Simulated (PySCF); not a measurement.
A small calculation by hand: entropy of an ideal gas

CH4Cl2Ge, SMILES [GeH]([CH3])([Cl])[Cl].

Geometry: r2SCAN-D4/def2-SVP.

r2SCAN-D4/def2-SVP run with PySCF 2.14.0 gives the harmonic wavenumbers 117, 146, 158, 179, 412, 430, 620, 653, 711, 814, 849, 1245, 1420, 1424, 2177, 3052, 3172, 3179 cm⁻¹ and the rotational temperatures 0.1699, 0.1003, 0.0721 K. The molar mass is 159.57 g/mol, the symmetry number 1, the spin multiplicity 1.

**Question.** Work out the entropy at 298.15 K and 1 atm in the rigid-rotor, harmonic-oscillator model.

**Answer.** 
Translation (Sackur–Tetrode at 1 atm): S = R[1.5 ln M + 2.5 ln T − 1.16487] = 172.0 J/(mol K).
Rotation: q = (√π/σ) T^1.5/√(θA θB θC) = 260000, S = R[ln q + 3/2] = 116.2 J/(mol K).
Vibration: with u = 1.4388 ν/T, each mode gives R[u/(e^u − 1) − ln(1 − e^−u)]:
```json
[
 {"ν (cm⁻¹)": "117", "modes": "1", "u": "0.56", "S (J/(mol K))": "13.18"},
 {"ν (cm⁻¹)": "146", "modes": "1", "u": "0.70", "S (J/(mol K))": "11.40"},
 {"ν (cm⁻¹)": "158", "modes": "1", "u": "0.76", "S (J/(mol K))": "10.77"},
 {"ν (cm⁻¹)": "179", "modes": "1", "u": "0.86", "S (J/(mol K))": "9.79"},
 {"ν (cm⁻¹)": "412", "modes": "1", "u": "1.99", "S (J/(mol K))": "3.85"},
 {"ν (cm⁻¹)": "430", "modes": "1", "u": "2.08", "S (J/(mol K))": "3.59"},
 {"ν (cm⁻¹)": "620", "modes": "1", "u": "2.99", "S (J/(mol K))": "1.74"},
 {"ν (cm⁻¹)": "653", "modes": "1", "u": "3.15", "S (J/(mol K))": "1.54"},
 {"ν (cm⁻¹)": "711", "modes": "1", "u": "3.43", "S (J/(mol K))": "1.23"},
 {"ν (cm⁻¹)": "814", "modes": "1", "u": "3.93", "S (J/(mol K))": "0.82"},
 {"ν (cm⁻¹)": "849", "modes": "1", "u": "4.10", "S (J/(mol K))": "0.72"},
 {"ν (cm⁻¹)": "1245", "modes": "1", "u": "6.01", "S (J/(mol K))": "0.14"},
 {"ν (cm⁻¹)": "1420", "modes": "1", "u": "6.85", "S (J/(mol K))": "0.07"},
 {"ν (cm⁻¹)": "1424", "modes": "1", "u": "6.87", "S (J/(mol K))": "0.07"}
]
```
The stiffer modes add less than 0.005 each. Sum 58.9 J/(mol K).
Spin: R ln 1 = 0.0 J/(mol K).
Total 347.0 J/(mol K); the program's own thermochemistry gives 347.0. Translation makes up 50 % and vibration 17 %. Anharmonicity, hindered rotation and orbital degeneracy are left out.
